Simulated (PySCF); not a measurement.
PySCF input file for ZnHI, SMILES [ZnH][I], C-PCM-B3LYP/def2-SVP. Geometry: B3LYP-D3(BJ)/def2-TZVP. The def2 effective core potentials stand for the cores of I; spin–orbit coupling is left out.

```python
import numpy as np
from pyscf import gto, scf, dft
from pyscf.solvent import pcm

mol = gto.M(
    atom='''
    Zn    0.00000000    0.00000000   -1.52524540
    H     0.00000000    0.00000000   -3.05603312
    I     0.00000000    0.00000000    0.92100745
    ''',
    basis='def2-SVP',
    ecp={'I': 'def2-svp'},
    charge=0,
    spin=0,
    max_memory=1600,
    verbose=3,
)
mf = dft.RKS(mol, xc='b3lyp').density_fit(auxbasis='def2-universal-jkfit')
mf.grids.level = 3
mf.conv_tol = 1e-9
mf.max_cycle = 100
mf.kernel()
res = {}
for name, eps in {'water': 78.355, 'tetrahydrofuran': 7.4257, 'ethylethanoate': 5.9867}.items():
    s = mf.PCM()
    s.with_solvent.method, s.with_solvent.eps, s.with_solvent.lebedev_order = 'C-PCM', eps, 29
    s.kernel(mf.make_rdm1())
    res[name] = (s.e_tot, eps, s.dip_moment(), s.mo_energy, s.converged)
    print(f'{name}: electrostatic solvation free energy {(s.e_tot - mf.e_tot) * 627.509474:.3f} kcal/mol')
```

Program output:

```
converged SCF energy = -2077.62414839526

WARN: PCM is an experimental feature. It is still in testing.
Features and APIs may be changed in the future.

converged SCF energy = -2077.64575585155
Dipole moment(X, Y, Z, Debye): -0.00000, -0.00000, -2.58910
water: electrostatic solvation free energy -13.559 kcal/mol

WARN: PCM is an experimental feature. It is still in testing.
Features and APIs may be changed in the future.

converged SCF energy = -2077.64239504001
Dipole moment(X, Y, Z, Debye):  0.00000, -0.00000, -2.42890
tetrahydrofuran: electrostatic solvation free energy -11.450 kcal/mol

WARN: PCM is an experimental feature. It is still in testing.
Features and APIs may be changed in the future.

converged SCF energy = -2077.64154456997
Dipole moment(X, Y, Z, Debye):  0.00000,  0.00000, -2.38814
ethylethanoate: electrostatic solvation free energy -10.916 kcal/mol
```

The run converged.

Cost: around 30 core-seconds (rough).
